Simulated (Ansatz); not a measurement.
Calculation: frozen-core CCSD(T)/cc-pVTZ // PBE-D3(BJ)/def2-TZVP in Ansatz (a quantum-chemistry and plane-wave program). The restricted HF reference is unstable towards unrestricted orbitals.

Ansatz 0.2 input:
```yaml
crystal:
  periodic: [false, false, false]
  atoms:
    - { symbol: O, position_ang: [-0.642284, -1.301779, -0.009588] }
    - { symbol: S, position_ang: [-0.074274, 0.001277, -0.000476] }
    - { symbol: O, position_ang: [-0.597215, 1.323095, 0.001392] }
    - { symbol: H, position_ang: [1.313773, -0.022595, 0.008672] }
basis:
  gaussian: { orbitals: cc-pVTZ }
correlation:
  method: ccsd_t
total_charge: 1
```

Output:

```
Functional definition: HF
649 factors; integrals over basis functions are off by at most 8.2e-4 eV
mean field evaluation 1: about -14890.0239 eV, gradient 6.5e1 eV
mean field evaluation 2: about -14890.0359 eV, gradient 6.5e1 eV
mean field evaluation 4: about -14897.1304 eV, gradient 3.0e0 eV
mean field evaluation 8: about -14897.1679 eV, gradient 4.8e-4 eV
mean field evaluation 16: about -14897.1453 eV, gradient 2.7e-1 eV
mean field -14897.16793461 eV, -547.4608239338 hartree, gradient 3.3e-6 eV, S^2 0.000000; 0 other end points of the search recorded, 0 dependent functions left out; unrestricted orbitals would lower it
7 core orbitals not correlated
reference -14897.16793461 eV, -547.4608239338 hartree; 9, 9 occupied and 92, 92 virtual orbitals, 649 factors
second order -18.21768683 eV of doubles, -0.00000000 eV of singles
cycle   1  -17.08517702 eV  change     1.1e0 eV  update   1.5e-1
cycle   2  -17.80806659 eV  change   -7.2e-1 eV  update   6.2e-2
cycle   3  -17.98799852 eV  change   -1.8e-1 eV  update   2.4e-2
cycle   4  -17.95820166 eV  change    3.0e-2 eV  update   6.5e-3
cycle   5  -17.95805448 eV  change    1.5e-4 eV  update   2.6e-3
cycle   6  -17.95895758 eV  change   -9.0e-4 eV  update   8.2e-4
cycle   7  -17.95812699 eV  change    8.3e-4 eV  update   3.8e-4
cycle   8  -17.95824806 eV  change   -1.2e-4 eV  update   1.4e-4
cycle   9  -17.95831541 eV  change   -6.7e-5 eV  update   4.6e-5
cycle  10  -17.95828624 eV  change    2.9e-5 eV  update   1.8e-5
cycle  11  -17.95829879 eV  change   -1.3e-5 eV  update   7.1e-6
perturbative correction -0.98181361 eV, -0.0360809848 hartree
Total energy: -14916.10804701 eV, -548.1568602266 hartree
```

Cost: around 6 core-seconds (rough).
